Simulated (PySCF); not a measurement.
Species: C2H6OSi (triplet state).
Atom-mapped SMILES: `[CH3:1][O:2][Si:3][CH3:4]` (hydrogens: H5, H6, H7 on C1; H8, H9, H10 on C4)

Cartesian coordinates in Å at the GFN2-xTB level; atoms count from 1:
```xyz
10
C2H6OSi angstrom
C      1.835    0.525   -0.067
O      1.085   -0.586    0.342
Si    -0.308   -1.184   -0.300
C     -1.943   -0.410    0.344
H      2.065    0.473   -1.135
H      1.294    1.453    0.134
H      2.765    0.521    0.501
H     -2.049    0.613   -0.006
H     -1.949   -0.410    1.431
H     -2.786   -0.990   -0.010
```

The hyperfine couplings belong to this conformer and change with its torsions.

Method: PySCF 2.14.0, UKS B3LYP, pcH-1 on C H O Si, non-relativistic, mean-field spin-orbit, GIAO. Geometry: GFN2-xTB, one conformer, isolated molecule. This triplet need not be the ground state; the singlet was not compared here. A GFN2-xTB geometry isn't a minimum of the functional, and hyperfine couplings can be far from their values at a DFT geometry, by a factor of two or more for some ions and for spin on atoms past the first row. The SCF solution wasn't tested for stability.

**Question.** What is the g tensor, term by term?

**Answer.** 
```
                    Δg (ppm)      1     2     3
relativistic mass correction   -157  -157  -157
            gauge correction     35    20    58
   orbital Zeeman/spin–orbit  -1741  -155   459
                       total  -1863  -292   361
```

So g = 2.00046, 2.00203, 2.00268 and g_iso = 2.00172; the tensor is rhombic: the two nearest values differ by 29 % of g3 − g1. 

**Question.** Average each term over the three axes. Which is largest in size?

**Answer.** The orbital-Zeeman/spin–orbit term -479, the mass correction -157 and the gauge correction 38 ppm, for a total of -598 ppm. The orbital-Zeeman/spin–orbit term is the largest in size. The mass correction is the same along every axis, so the anisotropy comes from the other two: their spans along these axes are 39 (gauge) and 2200 ppm (orbital Zeeman/spin–orbit).

**Question.** What effective moment and Curie constant follow for a powder at temperatures where kT is far above the zero-field splitting?

**Answer.** With the mean of g² = 4.0069 and S(S+1) = 2.00: μ_eff = √(⟨g²⟩S(S+1)) = 2.831 μB and χT = 0.12505·⟨g²⟩·S(S+1) = 1.002 cm³ K/mol (cgs; spin-Hamiltonian part alone).

Largest spin populations (Mulliken): Si3 (+1.71), C4 (+0.15) and O2 (+0.10).

The HOMO–LUMO gaps are 5.00 eV among the α and 4.90 eV among the β orbitals.
